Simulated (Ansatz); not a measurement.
Relaxation of C2H2ClSi (6 atoms, charge 0, multiplicity 2), to a largest force component of 0.015 eV/Å in at most 40 steps.

Computed with Ansatz, UKS PBE/def2-SVP.

```xyz
6
Properties=species:S:1:pos:R:3
Si -0.531 1.097 -1.367
C -0.172 0.448 0.254
C 0.543 -0.477 0.824
Cl 1.553 -1.694 -0.009
H -1.974 1.273 -1.589
H 0.581 -0.646 1.888
```

**Question.** Where does it end, and by what steps?

**Answer.** The run converged. After 12 steps the energy has fallen by 0.248 eV; C2 moved furthest, 0.35 Å.

| step | energy less start (eV) | largest force component (eV/Å) | accepted |
| --- | --- | --- | --- |
| 0 | 0.0000 | 2.026 | yes |
| 1 | -0.1242 | 1.099 | yes |
| 2 | -0.0967 | 1.200 | no |
| 3 | -0.1749 | 0.747 | yes |
| 4 | -0.2226 | 0.504 | yes |
| 5 | -0.1851 | 0.918 | no |
| 6 | -0.2441 | 0.114 | yes |
| 7 | -0.2468 | 0.122 | yes |
| 8 | -0.2471 | 0.114 | yes |
| 9 | -0.2456 | 0.112 | no |
| 10 | -0.2478 | 0.076 | yes |
| 11 | -0.2483 | 0.026 | yes |
| 12 | -0.2483 | 0.014 | yes |

```xyz
6
Properties=species:S:1:pos:R:3
Si -0.552 1.284 -1.394
C -0.080 0.289 -0.047
C 0.575 -0.547 0.756
Cl 1.680 -1.799 0.224
H -2.078 1.317 -1.395
H 0.454 -0.544 1.855
```

Whether the end is a true minimum wasn't checked by a vibrational analysis.

Run time: 24 s on 2 threads of Arm Neoverse V1, with other jobs on the host, peak memory 0.16 GiB.
